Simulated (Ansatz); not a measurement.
Frontier orbitals of C4H3F3, SMILES `FC1=C(F)C(F)C1`.

Charge 0, multiplicity 1. Geometry: relaxed with PBE0-D4/def2-TZVP. Basis def2-TZVPP, Ansatz 0.2.0.

```csv
functional,HOMO (eV),LUMO (eV),gap (eV)
LDA (SPW92),-6.50,-1.07,5.43
PBE,-6.30,-0.78,5.52
BLYP,-6.19,-0.69,5.50
PBE0,-7.61,0.26,7.87
CAM-B3LYP,-8.98,1.38,10.36
ωB97M-V,-9.82,2.43,12.25
```

From PBE to PBE0 the HOMO moves by −1.31 eV and the LUMO by +1.04 eV, and with ωB97M-V by −3.52 and +3.20 eV, so the gap grows from 5.52 to 12.24 eV with exact exchange. A positive LUMO is unbound and depends on the basis.
